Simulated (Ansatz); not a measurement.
Start from `N=C([SiH3])BO` and change one atom or group to get `N=C(O)[SiH3]`.

Ansatz, PBE0-D4/def2-TZVP geometries, multiplicity 1. Each molecule was computed in one conformer, which needn't be the lowest.

| property | `N=C([SiH3])BO` |
| --- | --- |
| HOMO energy (B3LYP/def2-TZVPP) / eV | -6.73 |
| size of the dipole moment (PBE/def2-TZVPP) / D | 1.73 |
| HOMO energy (PBE0/def2-TZVPP) / eV | -6.93 |
| HOMO–LUMO gap (PBE0/def2-TZVPP) / eV | 5.11 |
| HOMO–LUMO gap (ωB97M-V/def2-TZVPP) / eV | 9.59 |
| HOMO–LUMO gap (PBE/def2-TZVPP) / eV | 2.68 |

(1) Give the same properties after the change, and the shifts. (Best estimate.)

## Answers

(1) The calculation gave: 
```csv
property,`N=C(O)[SiH3]`,shift
HOMO energy (B3LYP/def2-TZVPP) / eV,-7.65,-0.92
size of the dipole moment (PBE/def2-TZVPP) / D,0.80,-0.93
HOMO energy (PBE0/def2-TZVPP) / eV,-7.87,-0.94
HOMO–LUMO gap (PBE0/def2-TZVPP) / eV,7.47,2.36
HOMO–LUMO gap (ωB97M-V/def2-TZVPP) / eV,11.95,2.36
HOMO–LUMO gap (PBE/def2-TZVPP) / eV,5.01,2.33
```

With PBE0 the HOMO falls by 0.94 eV and the LUMO rises by 1.42 eV, so the gap widens by about 2.36 eV. PBE moves the HOMO by -0.87 eV and ωB97M-V by -1.00 eV. The zero-point energy changes by -34.5 kJ/mol with -6 modes. Dipoles are sizes alone; their direction can turn.

B3LYP here is the variant with VWN-RPA as its local correlation; programs differ in this.
